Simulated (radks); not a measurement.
The numbers below are computed, except where a source is named.
Q: Excited configurations of the xenon ion Xe2+: one electron is placed in a higher orbital outside [Kr] 4d10 5s2 5p3. The ground configuration is [Kr] 4d10 5s2 5p4. Code: a radial shooting solver on a logarithmic mesh with Libxc functionals. Model: Dirac Kohn-Sham, PBE, spin-unpolarised, spherical densities, finite nucleus; open shells fill j = l - 1/2 first; Fermi nuclear charge, rms radius 4.7859 fm. Excitation = E - E(ground); binding = E(ion) - E, where the ion is the core of charge +3; n* = 3/sqrt(2 binding) in atomic units, and the quantum defect is n - n*.

outer orbital  excitation (eV)  binding (eV)     n*  quantum defect  eigenvalue (eV)  <r> (bohr)
4f5/2                   20.375        10.713  3.381           0.619           -6.989       3.045
5d3/2                   14.616        16.471  2.727           2.273          -12.854       3.011
5f5/2                   24.003         7.084  4.158           0.842           -5.684       6.651
6d3/2                   22.522         8.565  3.781           2.219           -7.163       6.468
6f5/2                   26.274         4.813  5.044           0.956           -3.992       10.97
7s1/2                   22.442         8.646  3.763           3.237           -7.424       7.339
7f5/2                   27.635         3.452  5.956           1.044           -2.935       16.26

Estimate the row for 7p1/2.

A: excitation (eV) 23.666; binding (eV) 7.421; n* 4.062; quantum defect 2.938; eigenvalue (eV) -6.337; <r> (bohr) 8.256. The Delta-SCF ionisation energy is 31.087 eV (NIST Atomic Spectra Database: 31.05 eV, semi-empirical). Self-interaction in the functional shifts the binding energies and quantum defects, so they are the method's values and not measured ones. Spin polarisation and multiplet splitting are left out, so open shells lie too high by an amount that depends on their filling.

Beside tabulated values, note that spin-unpolarised runs miss the spin-polarisation part of the exchange energy of open shells.
